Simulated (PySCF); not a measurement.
A calculated (PBE, PySCF 2.14, ANO-RCC-VTZP, the spin-free X2C one-electron Hamiltonian (Gaussian nucleus)) atom or ion has these occupied shells.

```tsv
shell	electrons	orbital energy (eV)	rms radius, mean of both spins (bohr)
1s α	1	-43291.9	0.0269
1s β	1	-43291.9	0.0269
2s α	1	-7003.2	0.109
2s β	1	-7003.2	0.109
2p α	3	-6269.9	0.0977
2p β	3	-6269.9	0.0977
3s α	1	-1520.1	0.284
3s β	1	-1519.0	0.284
3p α	3	-1287.8	0.284
3p β	3	-1286.8	0.284
3d α	5	-961.12	0.262
3d β	5	-960.33	0.262
4s α	1	-302.91	0.645
4s β	1	-300.08	0.645
4p α	3	-226.62	0.686
4p β	3	-223.77	0.686
4d α	5	-117.17	0.763
4d β	5	-114.30	0.763
5s α	1	-40.807	1.57
5s β	1	-39.027	1.57
5p α	3	-22.431	1.85
5p β	3	-21.073	1.85
6s α	1	-3.541	4.77
6s β	1	-3.362	4.77
4f α	4	-2.744	1.27
```

Problem. Name the element and its charge.

Solution. Nd (neodymium, neutral), in [Xe] 4f4 6s2, one real determinant.
